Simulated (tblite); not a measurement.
C4H6N2S.
Structure used (GFN2-xTB), in Å, numbered top down from 1:
```xyz
13
C4H6N2S angstrom
C     -1.6216   -0.3649    0.2136
C     -0.7604    0.7511   -0.3806
C      0.6754    0.3549   -0.4006
C      1.2734   -0.5864   -1.2735
N      2.5525   -0.7627   -1.0489
S      3.0020    0.1890    0.1880
N      1.5453    0.8494    0.4546
H     -2.6697   -0.0766    0.1996
H     -1.3294   -0.5589    1.2427
H     -1.5057   -1.2840   -0.3568
H     -0.8651    1.6576    0.2161
H     -1.0866    0.9604   -1.4021
H      0.7856   -1.1284   -2.0628
```

Method: GFN2-xTB as coded in tblite; computed harmonic values from a numerical Hessian at the method's own geometry, unscaled. This tight-binding method is rough: wavenumbers can miss measured ones by several per cent, in bad cases by 10 to 20. One conformer, not necessarily the lowest.

Harmonic wavenumbers (cm⁻¹): 37.8, 140.8, 194.8, 310.6, 357.7, 495.1, 589.4, 669.3, 709.0, 787.4, 821.1, 831.5, 865.6, 973.4, 1026.3, 1074.3, 1079.4, 1144.0, 1228.6, 1308.0, 1350.2, 1400.1, 1408.7, 1463.2, 1496.0, 1500.1, 1513.1, 2970.5, 3005.9, 3036.4, 3040.4, 3045.1, 3135.4.

A = 5988, B = 1517, C = 1327 MHz; mass 114.025 u (most abundant isotopes); point group C1, symmetry number 1.

Problem. What is the zero-point energy?

Solution. Half the sum of the wavenumbers: 21505 cm⁻¹ = 61.48 kcal/mol.

Problem. Entropy at 298.15 K, 1 bar (ideal gas, RRHO, classical rotation)?

Solution. Translation 40.14, rotation 27.68, vibration 15.91: S = 83.7 cal/(mol K).

Problem. And Cp and H(298.15 K) − H(0)?

Solution. Cp = 25.93 cal/(mol K), of which vibrations give 17.98 (their classical limit is 33 R = 65.6); H(298.15 K) − H(0) = 4.87 kcal/mol without the zero-point energy, 2.50 from vibrations.

Problem. Which modes carry the vibrational entropy at 298.15 K?

Solution. 37.8 cm⁻¹: 5.37; 140.8 cm⁻¹: 2.79; 194.8 cm⁻¹: 2.18; 310.6 cm⁻¹: 1.36; 357.7 cm⁻¹: 1.13; 495.1 cm⁻¹: 0.67 cal/(mol K); the other 27 give 2.41 together.

Problem. Blend soft modes into free rotors: weight 1/[1 + (100 cm⁻¹/ν̃)⁴] for the oscillator and the rest for a rotor with moment μB/(μ + B), μ = h/(8π²ν), B = 10⁻⁴⁴ kg m². What vibrational entropy results?

Solution. 14.35 cal/(mol K) in place of 15.91, which changes −T·S at 298.15 K by +0.47 kcal/mol.

Problem. How do the functions run with temperature in this model?

Solution. 
```tsv
T (K)	S (cal/(mol K))	Cp (cal/(mol K))	H − H(0) (kcal/mol)	G − H(0) (kcal/mol)	ln q(vib)
50	55.8	10.6	0.46	-2.33	0.43
100	63.9	13.3	1.06	-5.34	1.09
373.15	90.1	31.2	7.01	-26.62	4.87
500	100.4	39.0	11.49	-38.71	6.76
750	118.4	49.7	22.69	-66.12	10.55
1000	133.7	56.3	35.99	-97.68	14.19
```

q(vib) and H(0) count from the zero-point level.

Problem. What must be added to the electronic energy to get the Gibbs energy at 298.15 K and 1 bar?

Solution. ZPE + [H(298.15 K) − H(0)] − T·S = 61.48 + 4.87 − 24.96 = 41.39 kcal/mol.

Hindered rotation and anharmonicity are outside this model. Other conformers, if any are populated, would add a mixing term that is left out. The structure is chiral; the term R ln 2 for an equal mix with its mirror image is left out.
